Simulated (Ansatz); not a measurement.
Ansatz (an electronic-structure program) input (CCSD(T)/aug-cc-pVDZ):

Ansatz 0.2 input:
```yaml
crystal:
  periodic: [false, false, false]
  atoms:
    - {symbol: C, position_ang: [1.63556815, 0.05486500, 0.11520225]}
    - {symbol: C, position_ang: [0.46822139, -0.75086968, -0.32285805]}
    - {symbol: C, position_ang: [-0.84603114, -0.30944513, 0.29343822]}
    - {symbol: F, position_ang: [-1.13289994, 1.00675974, -0.08397059]}
    - {symbol: H, position_ang: [1.52258125, 1.11061883, 0.31659219]}
    - {symbol: H, position_ang: [2.63304960, -0.35995624, 0.09317250]}
    - {symbol: H, position_ang: [0.35432244, -0.70670829, -1.41792552]}
    - {symbol: H, position_ang: [0.61564495, -1.81003933, -0.08488482]}
    - {symbol: H, position_ang: [-0.80191164, -0.32928802, 1.38458103]}
    - {symbol: H, position_ang: [-1.67413743, -0.93276586, -0.05049448]}
basis:
  gaussian:
    orbitals: aug-cc-pVDZ
magnetization: {spin_polarized: true, initial_magnetization: 1}
correlation: {method: ccsd_t, electrons: outside_noble_gas}
output: {forces: true}
```

Output:

```
Functional definition: HF
integrals: 0.64 GiB planned
1427 factors; integrals over basis functions are off by at most 6.5e-4 eV
mean field: 0.60 GiB planned
mean field evaluation 1: about -5888.5221 eV, gradient 2.3e1 eV
mean field evaluation 2: about -5888.5226 eV, gradient 2.3e1 eV
mean field evaluation 4: about -5891.5034 eV, gradient 2.8e0 eV
mean field evaluation 8: about -5891.5745 eV, gradient 1.7e-1 eV
mean field evaluation 16: about -5891.5648 eV, gradient 9.0e-1 eV
mean field -5891.57511146 eV, -216.5113918931 hartree, gradient 1.9e-6 eV, S^2 0.762729; 0 other end points of the search recorded, 0 dependent functions left out
4 core orbitals not correlated
reference -5891.57511146 eV, -216.5113918931 hartree; 13, 12 occupied and 129, 130 virtual orbitals, 1427 factors
densities: 5.32 GiB planned
second order -16.83662646 eV of doubles, -0.00000000 eV of singles
coupled cluster: 2.94 GiB planned
cycle   1  -17.55795566 eV  change   -7.2e-1 eV  update   9.2e-2
cycle   2  -17.98202273 eV  change   -4.2e-1 eV  update   2.8e-2
cycle   3  -18.09766280 eV  change   -1.2e-1 eV  update   1.4e-2
cycle   4  -18.09920089 eV  change   -1.5e-3 eV  update   4.2e-3
cycle   5  -18.09765520 eV  change    1.5e-3 eV  update   1.9e-3
cycle   6  -18.09804225 eV  change   -3.9e-4 eV  update   7.4e-4
cycle   7  -18.09810752 eV  change   -6.5e-5 eV  update   2.8e-4
cycle   8  -18.09807553 eV  change    3.2e-5 eV  update   1.0e-4
cycle   9  -18.09808485 eV  change   -9.3e-6 eV  update   4.6e-5
cycle  10  -18.09808452 eV  change    3.3e-7 eV  update   1.9e-5
cycle  11  -18.09807796 eV  change    6.6e-6 eV  update   7.9e-6
cycle  12  -18.09808069 eV  change   -2.7e-6 eV  update   3.3e-6
perturbative correction -0.52347417 eV, -0.0192373209 hartree
the calculation of the forces begins
Total energy: -5910.19666632 eV, -217.1957214119 hartree
Atom 0 at     1.635568     0.054865     0.115202 Å, force     0.078197     0.077407     0.159405 eV/Å
Atom 1 at     0.468221    -0.750870    -0.322858 Å, force    -0.202387    -0.106389    -0.157234 eV/Å
Atom 2 at    -0.846031    -0.309445     0.293438 Å, force     0.118876    -0.217801     0.041530 eV/Å
Atom 3 at    -1.132900     1.006760    -0.083971 Å, force    -0.100766     0.577542    -0.172863 eV/Å
Atom 4 at     1.522581     1.110619     0.316592 Å, force    -0.043155     0.517499     0.093998 eV/Å
Atom 5 at     2.633050    -0.359956     0.093173 Å, force     0.483260    -0.193696    -0.015515 eV/Å
Atom 6 at     0.354322    -0.706708    -1.417926 Å, force    -0.051175     0.031804    -0.401022 eV/Å
Atom 7 at     0.615645    -1.810039    -0.084885 Å, force     0.046426    -0.426816     0.131445 eV/Å
Atom 8 at    -0.801912    -0.329288     1.384581 Å, force     0.015644    -0.003273     0.463187 eV/Å
Atom 9 at    -1.674137    -0.932766    -0.050494 Å, force    -0.344919    -0.256278    -0.142933 eV/Å
Dipole moment:     0.091711    -0.383618     0.041835 e Å
```

It need not be the lowest isomer of its formula.
